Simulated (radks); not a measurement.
Values are calculated unless marked as measured or tabulated.
Valence configurations of As I (all share [Ar]). Code: a radial shooting solver on a logarithmic mesh with Libxc functionals. Model: Dirac Kohn-Sham, PBEsol, spin-unpolarised, spherical densities, finite nucleus; open shells fill j = l - 1/2 first; Fermi nuclear charge, rms radius 4.0968 fm. Order these by energy: 3d9 4s2 4p4; 3d10 4s1.5 4p3.5; 3d10 4s2 4p3; 3d8.5 4s0.5 4p6; 3d9.5 4s2 4p3.5; 3d10 4p5; 3d9 4p6; 3d10 4s1 4p4; 3d8 4s2 4p5.

Answer. From the lowest, in eV above it: 3d10 4s2 4p3 0.000; 3d10 4s1.5 4p3.5 4.718; 3d10 4s1 4p4 9.499; 3d9.5 4s2 4p3.5 18.733; 3d10 4p5 19.234; 3d9 4s2 4p4 39.820; 3d9 4p6 61.010; 3d8.5 4s0.5 4p6 79.849; 3d8 4s2 4p5 89.336. NIST lists [Ar] 3d10 4s2 4p3 as the ground configuration; this level of theory agrees among the configurations tried. The energies are those of spherical spin-averaged densities, not of single terms.
